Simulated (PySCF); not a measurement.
This PySCF input asks for the NMR shieldings of SMILES CO[P@@]1(=O)OC[C@@H](C)O1, C₄H₉O₄P; the geometry comes from GFN2-xTB.

```python
import basis_set_exchange as bse
import numpy as np
from pyscf import gto, dft
from pyscf.prop import nmr

atoms = """
C     2.554922    1.017948    0.933463
O     1.245700    0.627360    0.559497
P     1.048357   -0.574602   -0.497732
O     2.263108   -0.973843   -1.181299
O     0.258464   -1.713880    0.328882
C    -1.132274   -1.494868    0.308629
C    -1.421135   -0.355197   -0.707931
C    -1.925009    0.901963   -0.014814
O    -0.200770   -0.099867   -1.377093
H     2.747390    0.699106    1.959238
H     3.287710    0.564070    0.265871
H     2.612163    2.104605    0.866200
H    -1.614637   -2.432410    0.018045
H    -1.470173   -1.207785    1.308687
H    -2.133654   -0.681469   -1.473935
H    -2.060332    1.692742   -0.748065
H    -2.875020    0.702783    0.474329
H    -1.193568    1.229663    0.719718
"""
names = dict.fromkeys(["C", "O", "P", "H"], "pcSseg-1")
basis = {el: gto.basis.parse(bse.get_basis(n, elements=[el], fmt="nwchem")) for el, n in names.items()}
mol = gto.M(atom=atoms, basis=basis, charge=0, verbose=0)
mf = dft.RKS(mol, xc="PBE0")
mf.grids.level = 2
mf.grids.alignment = dft.numint.BLKSIZE   # the property module wants whole blocks of grid points
mf.conv_tol = 1e-9
mf.kernel()

calc = nmr.RKS(mf)   # GIAO
C = mf.mo_coeff
Co = C[:, mf.mo_occ > 0]
resp = mf.gen_response(singlet=True, hermi=2)
def vind(x):   # induced exchange potential for any number of trial vectors
    d = np.einsum("pi,xij,qj->xpq", C, 2 * x.reshape(-1, C.shape[1], Co.shape[1]), Co, optimize=True)
    return np.einsum("xpq,pi,qj->xij", resp(d - d.transpose(0, 2, 1)), C, Co, optimize=True).ravel()
mo1, _ = nmr.rhf.solve_mo1(calc, with_cphf=vind)
sigma = calc.kernel(mo1)
for i, s in enumerate(sigma):   # ppm
    w = np.linalg.eigvalsh((s + s.T) / 2)
    print("%2d %-2s iso %8.1f  s11 %8.1f  s22 %8.1f  s33 %8.1f" % (i, mol.atom_pure_symbol(i), w.mean(), *w))
```

Q: What are the results?

A: 
```
 0 C  iso    131.6  s11    100.9  s22    106.9  s33    187.1
 1 O  iso    251.4  s11    173.1  s22    235.1  s33    345.9
 2 P  iso    300.3  s11    195.3  s22    239.2  s33    466.4
 3 O  iso    208.0  s11    169.7  s22    215.2  s33    239.0
 4 O  iso    243.9  s11    157.5  s22    227.4  s33    346.8
 5 C  iso    115.5  s11     90.0  s22    105.5  s33    151.0
 6 C  iso    114.8  s11     84.1  s22    101.8  s33    158.5
 7 C  iso    161.6  s11    144.1  s22    157.9  s33    182.8
 8 O  iso    224.2  s11    153.3  s22    226.1  s33    293.3
 9 H  iso     28.0  s11     23.2  s22     25.5  s33     35.2
10 H  iso     26.9  s11     21.9  s22     26.4  s33     32.4
11 H  iso     27.9  s11     23.1  s22     25.5  s33     35.0
12 H  iso     27.2  s11     22.6  s22     25.6  s33     33.5
13 H  iso     28.0  s11     24.2  s22     26.9  s33     32.8
14 H  iso     27.2  s11     23.3  s22     25.3  s33     33.0
15 H  iso     30.1  s11     26.1  s22     27.5  s33     36.7
16 H  iso     31.0  s11     27.0  s22     28.0  s33     38.0
17 H  iso     29.9  s11     24.6  s22     31.5  s33     33.6
```

These numbers come from an equivalent density-fitted implementation of the same equations, which agrees with the script to about 0.01 ppm for H and up to a few tenths of a ppm for heavy atoms, so last digits may differ.

Q: Turn these shieldings into chemical shifts. δ = σ(ref) − σ, references computed at the same level: TMS for $^{13}$C (186.93 ppm), $^{1}$H (31.72 ppm); H2O for $^{17}$O (336.08 ppm); H3PO4 for $^{31}$P (318.38 ppm).

A: Averaging equivalent atoms: C 6: 72.1; C 5: 71.4; C 0: 55.3; C 7: 25.3; O 3: 128.1; O 8: 111.8; O 4: 92.2; O 1: 84.7; P 2: 18.1; H 14: 4.50; H 12: 4.49; H 9/10/11: 4.13; H 13: 3.75; H 15/16/17: 1.39 ppm. Experimental scales use liquid or dissolved standards, which lie at an offset from isolated H2O (liquid H2O: subtract about 36 ppm) and H3PO4.

Size and cost of the density-fitted run: 205 basis functions, of the order of 100 core-seconds.
